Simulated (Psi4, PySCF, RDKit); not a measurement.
Torsional profile of SMILES C=Cc1ccc(S)s1 (C6H6S2). Scanned: dihedral S8–C6–S7–H14; all other coordinates were relaxed at GFN2-xTB. Points at φ and −φ are mirror images. Heavy atoms are numbered in the order of the SMILES C=Cc1ccc(S)s1, hydrogens after them in the order of the atoms that carry them; the mirror image has the same energies with the sign of each dihedral reversed.

Levels of theory: UFF // GFN2-xTB (RDKit); RKS-B3LYP/6-31G* = restricted B3LYP/6-31G*, spherical d, density fitting // GFN2-xTB run with PySCF 2.14.0; RHF/6-31G* = restricted Hartree-Fock/6-31G*, spherical d, density fitting // GFN2-xTB (PySCF 2.14.0); PBE-D3(BJ)/def2-SVP // GFN2-xTB (Psi4).

Energies relative to the lowest point of each profile, in kJ/mol:

```json
[
 {"φ / °": "-150", "UFF": "29.2", "RKS-B3LYP/6-31G*": "6.9", "RHF/6-31G*": "10.4"},
 {"φ / °": "-120", "UFF": "9.3", "RKS-B3LYP/6-31G*": "3.7", "RHF/6-31G*": "5.3"},
 {"φ / °": "-90", "UFF": "0.0", "RKS-B3LYP/6-31G*": "0.0", "RHF/6-31G*": "0.0"},
 {"φ / °": "-60", "UFF": "11.9", "RKS-B3LYP/6-31G*": "0.2", "RHF/6-31G*": "1.6"},
 {"φ / °": "-30", "UFF": "29.2", "RKS-B3LYP/6-31G*": "4.0", "RHF/6-31G*": "7.5"},
 {"φ / °": "0", "UFF": "37.2", "RKS-B3LYP/6-31G*": "6.7", "RHF/6-31G*": "10.7"},
 {"φ / °": "30", "UFF": "29.2", "RKS-B3LYP/6-31G*": "4.0", "RHF/6-31G*": "7.5"},
 {"φ / °": "60", "UFF": "11.9", "RKS-B3LYP/6-31G*": "0.2", "RHF/6-31G*": "1.6"},
 {"φ / °": "90", "UFF": "0.0", "RKS-B3LYP/6-31G*": "0.0", "RHF/6-31G*": "0.0"},
 {"φ / °": "120", "UFF": "9.3", "RKS-B3LYP/6-31G*": "3.7", "RHF/6-31G*": "5.3"},
 {"φ / °": "150", "UFF": "29.2", "RKS-B3LYP/6-31G*": "6.9", "RHF/6-31G*": "10.4"},
 {"φ / °": "180", "UFF": "39.0", "RKS-B3LYP/6-31G*": "7.7", "RHF/6-31G*": "11.7"}
]
```

**Question.** Estimate the PBE-D3(BJ)/def2-SVP values at these points.

**Answer.** -150: 4.4; -120: 3.1; -90: 1.2; -60: 0.0; -30: 1.1; 0: 2.5; 30: 1.1; 60: 0.0; 90: 1.2; 120: 3.1; 150: 4.4; 180: 4.6 (kJ/mol).
